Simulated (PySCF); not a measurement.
Core binding energy against partial charge

Species: C4H11BO2.
Z-matrix (Å and degrees, PBE0-D3(BJ)/def2-SVP geometry), rows numbered from 1:
```
C 
C   1  1.5192
C   2  1.5142  1  112.78
O   3  1.4058  2  109.55  1   176.48
B   4  1.3679  3  123.14  2   172.94
C   5  1.5735  4  123.68  3    -1.20
O   5  1.3607  4  116.46  3   179.12
H   1  1.0998  2  111.33  3  -179.86
H   1  1.1019  2  111.42  3   -59.87
H   1  1.1021  2  111.56  3    60.16
H   2  1.1029  1  110.53  3  -121.54
H   2  1.1026  1  110.55  3   121.16
H   3  1.1063  2  109.90  1   -61.74
H   3  1.1066  2  109.80  1    55.27
H   6  1.1025  5  111.47  4    52.87
H   6  1.0983  5  111.77  4   174.54
H   6  1.1034  5  110.63  4   -65.04
H   7  0.9645  5  110.59  4     0.55
```

Binding energies: delta-SCF UKS SCAN, pcX-2 on the ionised atom, pcseg-1 elsewhere, spin-free X2C (PySCF). Charges: PBE0/pcSseg-1 ground-state density, for the ionised atom.

| atom | environment | C 1s (eV) | Mulliken (e) | IAO (e) | Hirshfeld (e) | ESP (e) |
| --- | --- | --- | --- | --- | --- | --- |
| C6 | sp3 carbon bound to boron | 290.10 | -0.566 | -0.598 | -0.199 | -0.840 |
| C2 | chain CH2 carbon | 290.72 | -0.277 | -0.248 | -0.072 | +0.068 |
| C1 | methyl carbon | 290.83 | -0.299 | -0.413 | -0.112 | -0.463 |
| C3 | sp3 carbon bound to oxygen | 292.18 | +0.070 | -0.032 | +0.014 | +0.478 |

Give the correlation coefficient and slope of binding energy on charge for each scheme.

Mulliken: r = 0.98, slope 3.3 eV per e; Hirshfeld: r = 0.94, slope 9.4 eV per e; IAO: r = 0.93, slope 3.4 eV per e; ESP: r = 0.89, slope 1.3 eV per e. Mulliken charges have the highest r, on only 4 points.

The point-charge model writes a binding energy as kq + V + constant, with V the potential of the other atoms' charges at the site. What does it give with the IAO charges?

V = Σ 14.40 eV Å × q/r over all other atoms: +7.80 eV at C6, +2.05 eV at C2, +4.94 eV at C1, -0.75 eV at C3. Fitting binding energy − V to q gives k = 18.6 eV per e and leaves an rms residual of 0.11 eV, against 0.29 eV for the fit on q alone. The model has no term for differences in relaxation between sites.

The structure is a single PBE0-D3(BJ)/def2-SVP conformer in the gas phase; no vibrational or solvent corrections.
